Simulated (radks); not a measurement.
The nuclear charge of neutral technetium is varied continuously with 43 electrons held in [Kr] 4d5 5s2. Calculated with a radial shooting solver on a logarithmic mesh with Libxc functionals: scalar-relativistic Kohn-Sham, PBE, spin-polarised, spherical densities, finite nucleus; open shells are filled with parallel spins first (spin-orbit coupling, left out, can overturn this in heavy ions); Fermi nuclear charge, rms radius 4.4112 fm. By the Hellmann-Feynman theorem dE/dZ = E(electron-nucleus)/Z, the electronic potential at the nucleus (averaged over a nucleus of fixed radius). The scalar-relativistic energy here is not variational (the density holds large components alone), so the two differ by a part that grows with Z.

| Z | E (hartree) | E(electron-nucleus)/Z (hartree) | HOMO | e(HOMO) (eV) | <r> HOMO (bohr) |
|---|---|---|---|---|---|
| 42.75 | -4225.72216 | -238.292 | 5s | -2.596 | 3.747 |
| 43 | -4285.67833 | -240.206 | 5s | -4.242 | 3.515 |
| 43.25 | -4346.11582 | -242.118 | 5s | -6.038 | 3.330 |
| 43.5 | -4407.03420 | -244.029 | 5s | -7.969 | 3.175 |
| 43.75 | -4468.43323 | -245.938 | 5s | -10.027 | 3.043 |
| 44 | -4530.31276 | -247.847 | 5s | -12.205 | 2.927 |

The central difference of E at Z = 43 is -240.787 hartree, to compare with the third column; the second derivative is -7.7 hartree.
